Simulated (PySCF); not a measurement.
Input file for PySCF: R-M06-2X/6-31G* on CH5AlO2 (SMILES [CH3][Al]([OH])[OH]).

```python
from pyscf import gto, scf, dft, mp
from pyscf.data.elements import chemcore

mol = gto.M(
    atom='''
    C    -1.13387153   -1.01148503   -0.02214245
    Al    0.30653309    0.28390764    0.00484175
    O     1.91034672   -0.28329885   -0.03232502
    O    -0.07539691    1.94120463    0.06576331
    H    -1.06001474   -1.66087766   -0.89778001
    H    -1.09100664   -1.66078467    0.85590650
    H    -2.11104286   -0.52700587   -0.03784775
    H     2.70102660    0.25576490   -0.02114663
    H     0.55342627    2.66257490    0.08473032
    ''',
    basis='6-31g*',
    cart=True,
    charge=0, spin=0, verbose=3, max_memory=1800)
mf = dft.RKS(mol, xc='m062x')
mf.conv_tol = 1e-8
mf.max_cycle = 100
mf.kernel()
if not mf.converged:
    mf = mf.newton().run(mf.mo_coeff, mf.mo_occ)
```

Q: Give the final energy of this run.

A: -433.9773 hartree.
